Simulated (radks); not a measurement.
Kr+, 35 electrons, occupied as [Ar] 3d10 4s1.75 4p5.25 (fractional occupations, a model configuration).

All-electron calculation, Dirac Kohn-Sham, BLYP, spin-unpolarised, spherical densities, point nucleus; open shells are shared between the two j in proportion to 2j + 1. Program: a radial shooting solver on a logarithmic mesh with Libxc functionals.

Energy parts (hartree):
| part | energy |
|---|---|
| total | -2790.27579 |
| kinetic | 2865.58819 |
| electron-nucleus | -6726.40740 |
| Hartree | 1167.21614 |
| exchange-correlation | -96.67272 |

Orbitals (lengths in bohr, moments of r in powers of bohr):
| orbital | occ. | eigenvalue (hartree) | <1/r> | small-component weight |
|---|---|---|---|---|
| 1s1/2 | 2 | -520.7042 | 36.77 | 1.71e-02 |
| 2s1/2 | 2 | -68.94844 | 8.228 | 3.39e-03 |
| 2p1/2 | 2 | -62.36250 | 8.198 | 3.39e-03 |
| 2p3/2 | 4 | -60.38276 | 7.913 | 3.30e-03 |
| 3s1/2 | 2 | -10.13488 | 2.714 | 8.30e-04 |
| 3p1/2 | 2 | -7.81029 | 2.599 | 7.79e-04 |
| 3p3/2 | 4 | -7.51889 | 2.531 | 7.56e-04 |
| 3d3/2 | 4 | -3.46523 | 2.283 | 6.37e-04 |
| 3d5/2 | 6 | -3.41726 | 2.266 | 6.30e-04 |
| 4s1/2 | 1.75 | -1.25098 | 0.8733 | 1.39e-04 |
| 4p1/2 | 1.75 | -0.73622 | 0.7357 | 1.02e-04 |
| 4p3/2 | 3.5 | -0.70940 | 0.7184 | 9.78e-05 |

The highest occupied level is 4p3/2 at -19.304 eV. The density falls to 0.001 e/bohr^3 at r = 3.75 bohr.
